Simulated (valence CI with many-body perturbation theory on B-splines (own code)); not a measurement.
## E1 line list for Gd50+

Method: configuration interaction combined with many-body perturbation theory (CI+MBPT): four valence electrons over a frozen Dirac-Fock core [Ne], a basis of 11 s, 11 p, 10 d, 8 f, 5 g, 2 h functions for each j, with the one-electron correlation potential Σ1, the two-electron term Σ2, the three-electron term Σ3, Breit, model QED; selected CI, second order for the rest, scaled by the run's own slope (own B-spline code, finite nucleus).

The last digits are not significant, and no measured levels were compared; by estimate large intervals hold to a few tenths of a per cent, small ones and those within an open d or f shell to about a per cent. Among the levels kept, up to 600 cm⁻¹ of a level comes from second order outside the variational space, and about a tenth of that is noise between levels of different J, which matters for small intervals.

Lines 51 to 100 of 557 in falling wavelength, among levels below 8720.4 × 10³ cm⁻¹, chosen from the strongest by gf and those to the six lowest levels. Wavelengths and rates use the calculated energies. Electric multipoles are in the length gauge, E1 and E2 with the static RPA response of the core. Weak lines are less certain than strong ones. Lines between different terms over intervals too small for the method are left out, as are lines whose strength nearly cancels. The highest levels of a list are the least certain.

Levels are named by their leading jj configuration (3d3/2^4 stands for four electrons in 3d with j = 3/2), which in mixed levels can hold well under half, so a name can repeat and another be missing. Letters in brackets count levels of one name in rising energy.

| λ vac (nm) | Upper | Lower | A (s⁻¹) | S (a.u.) |
| --- | --- | --- | --- | --- |
| 8.048 | (3p1/2 3p3/2^2 3d5/2) J=3 [a] | (3s 3p3/2^2 3d5/2) J=4 [a] | 3.04e+10 | 5.47e-02 |
| 7.940 | (3p1/2^2 3p3/2 3d5/2) J=3 | (3s 3p1/2 3p3/2 3d5/2) J=4 [b] | 2.03e+10 | 3.52e-02 |
| 7.919 | (3s 3p1/2 3p3/2 3d5/2) J=3 [c] | (3s^2 3p3/2 3d5/2) J=4 | 2.00e+10 | 3.42e-02 |
| 7.897 | (3p1/2^2 3d3/2 3d5/2) J=4 | (3s 3p1/2 3d3/2 3d5/2) J=4 [b] | 1.51e+10 | 3.30e-02 |
| 7.870 | (3s 3p1/2^2 3p3/2) J=1 | (3s^2 3p1/2 3p3/2) J=1 | 8.55e+09 | 6.17e-03 |
| 7.842 | (3s 3p1/2 3p3/2 3d3/2) J=2 [e] | (3s^2 3p3/2 3d3/2) J=3 | 2.08e+10 | 2.47e-02 |
| 7.836 | (3p1/2 3p3/2^2 3d5/2) J=4 [b] | (3s 3p3/2^2 3d5/2) J=4 [a] | 2.37e+10 | 5.07e-02 |
| 7.828 | (3s 3p1/2 3p3/2 3d5/2) J=4 [c] | (3s^2 3p3/2 3d5/2) J=4 | 1.27e+10 | 2.71e-02 |
| 7.824 | (3p1/2^2 3p3/2 3d5/2) J=2 | (3s 3p1/2 3p3/2 3d5/2) J=3 [a] | 2.61e+10 | 3.09e-02 |
| 7.803 | (3p1/2 3p3/2^2 3d5/2) J=4 [a] | (3s 3p3/2^2 3d5/2) J=5 | 3.25e+10 | 6.85e-02 |
| 7.771 | (3p1/2^2 3d3/2 3d5/2) J=4 | (3s 3p1/2 3d3/2 3d5/2) J=5 | 5.61e+10 | 1.17e-01 |
| 7.738 | (3p1/2 3p3/2^2 3d3/2) J=2 [b] | (3s 3p3/2^2 3d3/2) J=3 [a] | 1.90e+10 | 2.17e-02 |
| 7.688 | (3p1/2 3p3/2^2 3d3/2) J=3 [b] | (3s 3p3/2^2 3d3/2) J=4 | 4.04e+10 | 6.34e-02 |
| 7.675 | (3p1/2^2 3d3/2 3d5/2) J=3 | (3s 3p1/2 3d3/2 3d5/2) J=4 [a] | 4.90e+10 | 7.65e-02 |
| 7.644 | (3p1/2^2 3p3/2 3d5/2) J=4 | (3s 3p1/2 3p3/2 3d5/2) J=5 | 5.25e+10 | 1.04e-01 |
| 7.641 | (3s 3p1/2^2 3d3/2) J=1 | (3s 3p1/2^2 3p3/2) J=1 | 1.03e+10 | 6.80e-03 |
| 7.587 | (3p1/2^2 3p3/2 3d3/2) J=3 | (3s 3p1/2 3p3/2 3d3/2) J=4 | 6.04e+10 | 9.12e-02 |
| 7.572 | (3p1/2 3p3/2^2 3d5/2) J=5 | (3s 3p3/2^2 3d5/2) J=5 | 2.68e+10 | 6.32e-02 |
| 7.560 | (3p1/2^2 3p3/2 3d3/2) J=2 | (3s 3p1/2 3p3/2 3d3/2) J=3 [a] | 3.75e+10 | 4.00e-02 |
| 7.496 | (3p1/2^2 3d3/2^2) J=2 | (3s 3p1/2 3d3/2^2) J=2 [a] | 2.93e+10 | 3.05e-02 |
| 7.422 | (3s 3p1/2 3p3/2 3d3/2) J=2 [b] | (3s 3p1/2 3p3/2^2) J=3 | 3.61e+10 | 3.65e-02 |
| 7.382 | (3s 3p1/2^2 3d3/2) J=2 | (3s 3p1/2^2 3p3/2) J=1 | 2.94e+09 | 2.92e-03 |
| 7.378 | (3p1/2 3p3/2^2 3d3/2) J=2 [c] | (3s 3p3/2^2 3d3/2) J=3 [a] | 2.08e+10 | 2.06e-02 |
| 7.194 | (3p1/2^2 3d3/2 3d5/2) J=2 | (3s 3p1/2 3d3/2 3d5/2) J=3 [a] | 3.39e+10 | 3.12e-02 |
| 7.074 | (3s^2 3p1/2 3d3/2) J=2 | (3s^2 3p1/2 3p3/2) J=2 | 5.38e+09 | 4.70e-03 |
| 7.022 | (3p1/2^2 3p3/2 3d3/2) J=1 | (3s 3p1/2 3p3/2 3d3/2) J=2 [b] | 5.56e+10 | 2.85e-02 |
| 6.863 | (3p1/2^2 3p3/2 3d5/2) J=4 | (3s 3p1/2 3p3/2 3d5/2) J=4 [a] | 2.74e+10 | 3.94e-02 |
| 6.768 | (3s^2 3p1/2 3d3/2) J=2 | (3s^2 3p1/2 3p3/2) J=1 | 2.44e+08 | 1.87e-04 |
| 6.655 | (3s 3p1/2^2 3d3/2) J=1 | (3s 3p1/2^2 3p3/2) J=2 | 3.70e+09 | 1.61e-03 |
| 6.624 | (3s 3p1/2 3d3/2 3d5/2) J=4 [b] | (3s 3p1/2 3p3/2 3d5/2) J=4 [b] | 1.75e+10 | 2.25e-02 |
| 6.573 | (3s 3p1/2^2 3d5/2) J=3 | (3s^2 3p1/2 3d3/2) J=2 | 9.46e+07 | 9.28e-05 |
| 6.457 | (3s 3p1/2^2 3d3/2) J=2 | (3s 3p1/2^2 3p3/2) J=2 | 1.07e+10 | 7.08e-03 |
| 6.193 | (3s 3p1/2^2 3d5/2) J=2 | (3s^2 3p1/2 3d3/2) J=2 | 1.11e+09 | 6.53e-04 |
| 6.162 | (3p1/2^2 3d3/2 3d5/2) J=4 | (3p1/2^2 3p3/2 3d5/2) J=4 | 2.85e+10 | 2.96e-02 |
| 6.082 | (3s 3p1/2 3d3/2 3d5/2) J=5 | (3s 3p1/2 3p3/2 3d5/2) J=5 | 1.85e+10 | 2.26e-02 |
| 5.906 | (3s^2 3p1/2 3d3/2) J=1 | (3s^2 3p1/2 3p3/2) J=2 | 3.18e+09 | 9.70e-04 |
| 5.894 | (3s 3p1/2 3d5/2^2) J=3 [b] | (3s^2 3d3/2^2) J=2 | 2.54e+10 | 1.80e-02 |
| 5.869 | (3s 3p1/2 3d5/2^2) J=4 [a] | (3s 3p1/2 3p3/2 3d5/2) J=3 [c] | 2.32e+10 | 2.08e-02 |
| 5.839 | (3s 3p1/2 3d5/2^2) J=3 [b] | (3s 3p1/2 3p3/2 3d5/2) J=2 [d] | 8.01e+10 | 5.51e-02 |
| 5.809 | (3s 3p1/2 3d5/2^2) J=3 [a] | (3s 3p1/2 3p3/2 3d5/2) J=2 [c] | 2.68e+10 | 1.82e-02 |
| 5.740 | (3s 3p1/2 3d5/2^2) J=4 [b] | (3s 3p1/2 3p3/2 3d5/2) J=3 [d] | 1.17e+11 | 9.82e-02 |
| 5.693 | (3s 3p1/2 3d5/2^2) J=5 | (3s 3p1/2 3p3/2 3d5/2) J=4 [c] | 4.58e+10 | 4.59e-02 |
| 5.691 | (3s^2 3p1/2 3d3/2) J=1 | (3s^2 3p1/2 3p3/2) J=1 | 1.66e+09 | 4.52e-04 |
| 5.686 | (3s 3p1/2 3d3/2 3d5/2) J=3 [b] | (3s 3p1/2 3p3/2 3d3/2) J=3 [c] | 2.50e+10 | 1.59e-02 |
| 5.682 | (3s 3p1/2 3d5/2^2) J=3 [b] | (3s 3p1/2 3p3/2 3d5/2) J=2 [c] | 4.71e+10 | 2.98e-02 |
| 5.657 | (3s 3p1/2 3d5/2^2) J=3 [b] | (3s 3p1/2 3p3/2 3d5/2) J=3 [d] | 4.20e+10 | 2.63e-02 |
| 5.650 | (3s^2 3d5/2^2) J=4 | (3s^2 3p3/2 3d5/2) J=3 | 1.56e+11 | 1.25e-01 |
| 5.632 | (3s 3p1/2 3d3/2 3d5/2) J=4 [b] | (3s 3p1/2 3p3/2 3d3/2) J=3 [c] | 6.04e+10 | 4.79e-02 |
| 5.597 | (3s 3p1/2 3d5/2^2) J=2 [b] | (3s 3p1/2 3p3/2 3d5/2) J=2 [c] | 3.67e+10 | 1.59e-02 |
| 5.593 | (3s^2 3d5/2^2) J=2 | (3s^2 3p3/2 3d5/2) J=1 | 7.54e+10 | 3.25e-02 |
